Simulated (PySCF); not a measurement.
Two species compared at the same levels of theory.

First species: (SiH3)2PPF2, F2H6P2Si2.
SMILES: `FP(F)P([SiH3])[SiH3]`

Second species: C5H9N3.
Geometry (GFN2-xTB, Å), atoms numbered from 1 in this order:
```
atom  x, y, z in Å
C1    -2.603    0.329    0.621
C2    -1.845   -0.706   -0.204
N3    -0.488   -0.293   -0.419
N4    -0.129    0.447   -1.439
C5     1.168    0.653   -1.264
C6     1.561    0.001   -0.085
C7     2.897   -0.069    0.557
N8     0.480   -0.585    0.418
H9    -2.614    1.285    0.103
H10   -3.627    0.002    0.778
H11   -2.124    0.459    1.589
H12   -2.310   -0.829   -1.184
H13   -1.817   -1.665    0.318
H14    1.745    1.229   -1.957
H15    3.160    0.899    0.983
H16    2.882   -0.810    1.351
H17    3.657   -0.336   -0.175
```

Levels: PBE0/def2-SVPD for dipole moment, HOMO energy, LUMO energy, HOMO–LUMO gap, static isotropic polarisability and electronic spatial extent ⟨r²⟩ about the centre of nuclear charge; TDDFT PBE0/def2-SVPD for lowest singlet excitation; TDA PBE0/def2-SVPD for lowest triplet excitation (Tamm–Dancoff); GFN2-xTB for rotational constant A and rotational constant C. Geometries: GFN2-xTB. All species are isolated and taken at one optimised geometry, non-relativistic unless stated. Electronic properties by PySCF.

Dipoles, sizes and rotational constants follow the conformer. The torsions of the flexible species, by atom-mapped SMILES:
- `[F:1][P:2]([F:3])[P:4]([SiH3:5])[SiH3:6]`: F1–P2–P4–Si5 -176°
- `[CH3:1][CH2:2][n:3]1[n:4][cH:5][c:6]([CH3:7])[n:8]1`: C1–C2–N3–N4 -89°

Problem. Which has the higher T1 energy?

Solution. The second: 4.78 eV against 3.69 eV, a difference of 1.09 eV.

Problem. Which has the higher rotational constant A?

Solution. The second: 5.172 GHz against 1.713 GHz, a difference of 3.459 GHz.

Problem. Which of the two has the higher LUMO energy, and by how much?

Solution. The second: 0.05 eV against -1.47 eV, a difference of 1.52 eV.

Problem. Which has the higher static isotropic polarisability?

Solution. The first: 109.0 au against 79.4 au, a difference of 29.6 au.

Problem. Which has the higher rotational constant C?

Solution. The second: 1.206 GHz against 0.845 GHz, a difference of 0.361 GHz.

Problem. Which of the two has the higher S1 energy, and by how much?

Solution. The second: 6.36 eV against 4.42 eV, a difference of 1.94 eV.

Problem. Which of the two has the higher HOMO–LUMO gap, and by how much?

Solution. The second: 7.24 eV against 5.81 eV, a difference of 1.43 eV.

Problem. Which of the two has the higher dipole moment, and by how much?

Solution. The first: 2.84 D against 0.42 D, a difference of 2.42 D.

On the first: S1 lies 1.39 eV below the HOMO–LUMO gap; its leading configuration is HOMO→LUMO, weight 0.99. No computed singlet falls in the visible range (750 to 380 nm, 1.65 to 3.26 eV); S1 lies 1.16 eV above its blue end.

On the second: The principal polarisabilities are 59.5, 75.5 and 103.1 au; their mean is the isotropic value. No computed singlet falls in the visible range (750 to 380 nm, 1.65 to 3.26 eV); S1 lies 3.10 eV above its blue end.
